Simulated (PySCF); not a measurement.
A GIAO shielding run with PySCF 2.14 (density fitting, non-relativistic, gas phase) on SMILES FC/C(=C\[SiH2]C)[SiH2]P, C4H12FPSi2:

```
$ OMP_NUM_THREADS=1 python probes_run.py task.json out

{"job": {"kind": "nmr", "xc": "PBE0", "basis": "pcSseg-1"}, "charge": 0, "multiplicity": 1}
C     -3.504519     0.698269     0.427956
Si    -2.202965    -0.152541    -0.666410
C     -0.561647     0.071337     0.252164
C      0.647114    -0.368799    -0.091359
C      0.926520    -1.144868    -1.337930
F     -0.174303    -1.332085    -2.137478
Si     2.192362    -0.063376     0.960630
P      3.853329     0.470642    -0.450256
H     -3.303753     1.760705     0.535683
H     -3.534763     0.267513     1.425111
H     -4.497262     0.596907     0.000359
H     -2.168204     0.514635    -1.970053
H     -2.533555    -1.575020    -0.786917
H     -0.621637     0.624028     1.182569
H      1.675268    -0.624249    -1.951708
H      1.307939    -2.143568    -1.091695
H      1.883206     0.963523     1.961262
H      2.622847    -1.292299     1.640176
H      3.322611     1.694214    -0.821216
H      4.666265     1.045710     0.506380
```

Hardware: 1 thread of an Arm Neoverse N1, shared host. The job also computes population analyses, field gradients.

**Question.** How large is the calculation?

**Answer.** 88 electrons, 217 basis functions and 1196 auxiliary functions.

**Question.** How long does it take, and how much memory does it need?

**Answer.** 81 s of wall time, with 14 SCF cycles and 4 response iterations; peak memory 0.9 GiB. Times on a shared host scatter by some tens of per cent.
